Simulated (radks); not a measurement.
Task: These are the eigenvalues of the occupied orbitals of an atom or ion with whole-number occupations (hartree). All-electron calculation, Dirac Kohn-Sham, relativistic LDA (MacDonald-Vosko exchange, VWN5 correlation), spin-unpolarised, spherical densities, finite nucleus; Fermi nuclear charge, rms radius of each element as measured or else 0.836 A^(1/3) + 0.57 fm. Program: a radial shooting solver on a logarithmic mesh with Libxc functionals.

1s1/2: -296.1414
2s1/2: -62.70810
2p1/2: -60.03008

Which element is it, and in what charge state? The configuration may be excited. Open shells, if any, fill j = l - 1/2 first.

Result: Z = 26, iron, charge +20: Fe20+ in [He] 2s2 2p2. The list shows which subshells hold electrons but not how many an open one holds; the 1s level, -296.14 hartree, gives Z - s = 24.3 by -(Z - s)^2/2, which with screening and relativity narrows Z to a few neighbours, and the depths of the outer levels then fix element, charge and occupations together.
